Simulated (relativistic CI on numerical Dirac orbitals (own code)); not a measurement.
d1 to d9 in one octahedral field

Computed with a parametric ligand-field model without spin-orbit coupling, by exact diagonalisation: B = 690, C = 2800, 10Dq = 9400 cm⁻¹ (Oh; |10Dq|/B = 13.6) for every shell. Energies in cm⁻¹; the field energy is (0.6 n_e − 0.4 n_t2) × 10Dq of the ground term; g labels are left out.

```csv
Shell,Ground term,Electrons in e,Field energy,First spin-allowed bands,Lowest term of other spin
d1,2T2,0.000,-3760,2E 9400,
d2,3T1,0.058,-6972,"3T2 8360, 3T1 17670",1T2 10157
d3,4A2,0.000,-11280,"4T2 9400, 4T1 14838",2E 13158
d4,5E,1.000,-5640,5T2 9400,3T1 7146
d5,6A1,2.000,0,none,4T1 13563
d6,5T2,2.000,-3760,5E 9400,1A1 4787
d7,?,?,?,?,?
d8,3A2,2.000,-11280,"3T2 9400, 3T1 14838",1E 10831
d9,2E,3.000,-5640,2T2 9400,
```

**Question.** Fill in the row of d7.

**Answer.** Ground term: 4T1; Electrons in e: 2.058; Field energy: -6972; First spin-allowed bands: 4T2 8360, 4T1 17670; Lowest term of other spin: 2E 4065. Every shell keeps the spin of the free ion. Only d4 to d7 can choose; the field needed to pair spins is smallest for d6 and largest for d5, which loses most exchange energy. In the strong-field picture 10Dq must exceed about 6B + 5C = 18140 (d4), 7.5B + 5C = 19175 (d5), 2.5B + 4C = 12925 (d6) and 4B + 4C = 13960 (d7); mixing of terms shifts these bounds somewhat. High-spin d^(n+5) repeats the spin-allowed bands of d^n, since the half-filled shell is spherical.
